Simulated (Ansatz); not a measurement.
Consider the substitution at a C–Si bond: `C[Si@@H](O)[Si@H](O)Cl` + `N=C=CO` → `COC=C=N` + `O[SiH2][SiH](O)Cl`.

Isolated molecules relaxed with PBE0-D4/def2-TZVP in Ansatz; ΔE leaves out vibrations. CBS: MP2 limit from def2 TZ/QZ plus the TZ coupled-cluster correction, frozen cores. Functionals use def2-TZVPP. Each species was taken in one conformer, which may not be the lowest.

```json
{"level": "PBE-D4", "ΔE (kJ/mol)": "90.0"}
{"level": "PBE0-D4", "ΔE (kJ/mol)": "90.5"}
{"level": "ωB97X-V", "ΔE (kJ/mol)": "83.0"}
{"level": "ωB97M-V", "ΔE (kJ/mol)": "88.3"}
{"level": "B2PLYP", "ΔE (kJ/mol)": "83.7"}
{"level": "r2SCAN", "ΔE (kJ/mol)": "90.0"}
{"level": "HF/CBS(def2)", "ΔE (kJ/mol)": "70.3"}
{"level": "MP2/CBS(def2)", "ΔE (kJ/mol)": "95.7"}
```

(1) What does CCSD(T)/CBS give? (Estimate.)

Largest T1 diagnostic among the species: 0.014.

Results:

(1) The calculation gave: +90.4 kJ/mol. The listed levels differ from it by -0.4, 0.1, -7.4, -2.1, -6.7, -0.4, -20.1, 5.3 kJ/mol.

The D4 term adds +3.6 kJ/mol with B3LYP and +2.2 kJ/mol with PBE0; it sums over pairs of atoms, weighted by their polarisabilities, and B3LYP, whose exchange is more repulsive, gets the larger term. In def2-TZVPP, CCSD(T) changes the Hartree–Fock value by +16.1 kJ/mol (the triples alone add +1.5 kJ/mol) and MP2 by +21.4 kJ/mol.

B3LYP here is the variant with VWN-RPA as its local correlation; programs differ in this.
